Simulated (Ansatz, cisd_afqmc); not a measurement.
Species: RbI, charge 0, singlet. RbI (SMILES [I][Rb]).
B3LYP-D3(BJ)/def2-TZVP minimum from Ansatz (an electronic-structure program):
```xyz
2

Rb     0.0000     0.0000    -1.9203
I      0.0000     0.0000     1.3406
```

Total energies in def2-SVP, 8 correlated electrons, 13 frozen orbitals. Open shells are spin-unrestricted; no spin-orbit coupling. Cores are frozen in correlated methods (noble-gas shells, and filled d and f shells in the p block). Past Kr the def2 sets carry scalar-relativistic core potentials. AFQMC is phaseless with a CISD trial state; ± is one standard error, without the phaseless bias. Outlying blocks are dropped, and bars are widened where a walk drifts. Over all cases where full CI ran beside it in this data, AFQMC minus full CI had a median of +0.1 mEh and passed +0.4 mEh in a tenth of the cases. Spin-orbit terms, left out, reach several kcal/mol for Br and I, and more for heavier atoms.

The bar of a AFQMC/CISD walk is widened from 0.12 to 0.15 mEh, since its error had not levelled off in the blocking analysis, or few joins of blocks were possible.

```tsv
method	program	energy (Eh)	minus CCSDTQ (mEh)
HF	Ansatz	-320.54869	110.89
MP2	Ansatz	-320.64855	11.03
CCSD	Ansatz	-320.65796	1.62
CCSD(T)	Ansatz	-320.65922	0.36
CCSDT(Q)	Ansatz	-320.65957	0.01
CCSDTQ	Ansatz	-320.65958	0.00
AFQMC/CISD	cisd_afqmc	-320.6597 ± 0.0002	-0.1 ± 0.2
```

Rough core times of Ansatz's runs on a shared machine: CCSD(T) under 20 s, CCSDT(Q) under 20 s, CCSDTQ 80 s.
